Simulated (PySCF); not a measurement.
SMILES O=C(c1ccsc1)c1cccs1 (C9H6OS2), GFN2-xTB optimised geometry.

```
18

O     -0.57    -2.63    -0.37
C     -0.07    -1.56    -0.09
C      1.37    -1.41     0.15
C      2.01    -0.51     1.05
C      3.36    -0.64     1.05
S      3.89    -1.86    -0.05
C      2.28    -2.21    -0.49
C     -0.91    -0.36     0.00
C     -2.28    -0.36     0.00
C     -2.84     0.93     0.02
C     -1.88     1.90     0.01
S     -0.29     1.27     0.00
H      1.49     0.18     1.69
H      4.08    -0.11     1.63
H      2.07    -2.97    -1.22
H     -2.85    -1.27    -0.01
H     -3.89     1.13     0.03
H     -2.02     2.97     0.02
```

Density from PBE0/def2-SVP run with PySCF at that geometry.

Minimum of the electron density along straight lines between bonded atoms, close to the bond critical point (lines longer than 1.1 times the sum of covalent radii, or with two minima, are not listed):

```tsv
bond	length / Å	ρ at the minimum / e bohr⁻³	∇²ρ there / e bohr⁻⁵	position (fraction from the first atom)
O1–C2	1.218	0.403	0.25	0.67
C2–C3	1.475	0.272	-0.67	0.50
C3–C4	1.423	0.289	-0.69	0.50
C4–C5	1.354	0.326	-0.83	0.49
C5–S6	1.722	0.215	-0.46	0.47
C3–C7	1.368	0.317	-0.79	0.49
S6–C7	1.707	0.221	-0.50	0.53
C2–C8	1.463	0.276	-0.68	0.49
C8–C9	1.374	0.316	-0.79	0.51
C9–C10	1.404	0.301	-0.75	0.50
C10–C11	1.362	0.321	-0.82	0.49
C8–S12	1.737	0.209	-0.43	0.46
C11–S12	1.711	0.220	-0.49	0.47
C4–H13	1.074	0.286	-1.11	0.64
C5–H14	1.072	0.286	-1.12	0.64
C7–H15	1.072	0.287	-1.15	0.65
C9–H16	1.075	0.287	-1.13	0.64
C10–H17	1.075	0.285	-1.10	0.64
C11–H18	1.072	0.286	-1.13	0.64
```
